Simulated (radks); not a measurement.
Species: B0.5+. Configuration: [He] 2s2 2p(up 0.25, down 0.25) (fractional occupations, a model configuration).

All-electron calculation, non-relativistic Kohn-Sham, PBEsol, spin-polarised, spherical densities, point nucleus. Program: a radial shooting solver on a logarithmic mesh with Libxc functionals.

Energy parts (eV):
| part | energy |
|---|---|
| total | -662.794 |
| kinetic | 659.904 |
| electron-nucleus | -1514.760 |
| Hartree | 288.336 |
| exchange-correlation | -96.274 |

Orbitals (lengths in bohr, moments of r in powers of bohr):
orbital  occ.  eigenvalue (eV)    <r^4>
1s          2        -185.3180  0.05862
2s          2         -14.0222    32.39
2p        0.5          -8.0116    59.60

The highest occupied level is 2p at -8.012 eV. The electron density at the nucleus is 72.12 e/bohr^3. Virial ratio -V/T = 2.00438.
